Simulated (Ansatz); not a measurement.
## Energy profile

The step: BH₂ClO ([OH][BH][Cl]) → BClO + H₂; bonds formed: H2–H4; bonds broken: B1–H2, O3–H4 (atoms numbered as in the saddle structure below).

B1  (-0.122, 0.076, -0.266)
H2  (0.526, 0.147, 0.987)
O3  (-0.434, -1.141, -0.469)
H4  (0.230, -0.744, 0.705)
Cl5  (-0.200, 1.663, -0.958)
(Å)

Electronic energies by CCSD(T) at an estimated basis limit (MP2 extrapolated from triple and quadruple zeta, plus CCSD(T) − MP2 in triple zeta), on PBE0-D4/def2-TZVP structures; BH₂ClO, singlet; no counterpoise correction. Program: Ansatz 0.2.0. Basis: def2-TZVPP and def2-QZVPP. Cores are frozen in the correlated methods. Extrapolation: Hartree–Fock as exp(−7.88 √X), correlation as X^−2.97.

**Question.** Give the profile in kJ/mol, counted from the start structure. (An estimate is asked for; the value comes from the calculation.)

**Answer.** The calculation gives:
```csv
point,kJ/mol
start structure,0.0
saddle,266.2
end structure,104.6
"separated: BClO (linked as [O][B][Cl]; B1, O3, Cl5; singlet) + H₂ (H2, H4; singlet)",107.2
```

T1 diagnostic: at most 0.018.

For scale, one of the runs: CCSD(T)/def2-TZVPP, 132 basis functions, launched by `ansatz run in.yaml --threads 2 --pin off --events-out ev --progress --plain --max-ram 4352MiB`. Time: 3.5 s of wall clock on 2 CPU threads of an Intel Xeon 6975P-C; the host was shared. Peak host memory: 0.74 GiB.
